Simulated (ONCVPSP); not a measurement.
## Configuration tests for aluminium (Al) (ONCV)

ONCVPSP 4.0.1 input, shortened (lines: element, Z, core and valence counts, functional; n l f; lmax; l rc ep ncon nbas qcut; lloc lpopt rc5 dvloc0; l nproj debl; icmod fcfact rcfact), PBE, scalar-relativistic:

```
  Al 13.00    3    2        4      upf
    1    0    2.00
    2    0    2.00
    2    1    6.00
    3    0    2.00
    3    1    0.75
    2
    0    2.25    0.00    4    7    2.30
    1    2.75    0.00    4    7    2.80
    2    2.70    0.17    3    7    3.90
    0    5    2.25    0.00
    0    0    0.70
    1    2    4.00
    2    1    0.80
    3    4.75    1.10
```

Energies are relative to the spin-unpolarised reference configuration 3s2 3p0.75; without spin polarisation the order of configurations can differ from experiment.

Task: Give the all-electron excitation energy and the error of the potential for: 3s2 3p1; 3s2 3p0; 3s1 3p0; 3s1 3p2.

Result:

```json
{"valence configuration": "3s2 3p1", "charge": "0", "ΔE all-electron (eV)": "-0.856", "error AE − PS (meV)": "0.0"}
{"valence configuration": "3s2 3p0", "charge": "+1", "ΔE all-electron (eV)": "4.905", "error AE − PS (meV)": "+0.2"}
{"valence configuration": "3s1 3p0", "charge": "+2", "ΔE all-electron (eV)": "24.131", "error AE − PS (meV)": "+27"}
{"valence configuration": "3s1 3p2", "charge": "0", "ΔE all-electron (eV)": "4.283", "error AE − PS (meV)": "-4.4"}
```

Levels in the configuration 3s1 3p2:

```
level  all-electron (eV)  pseudo (eV)
   3s             -8.574       -8.579
   3p             -3.343       -3.340
```
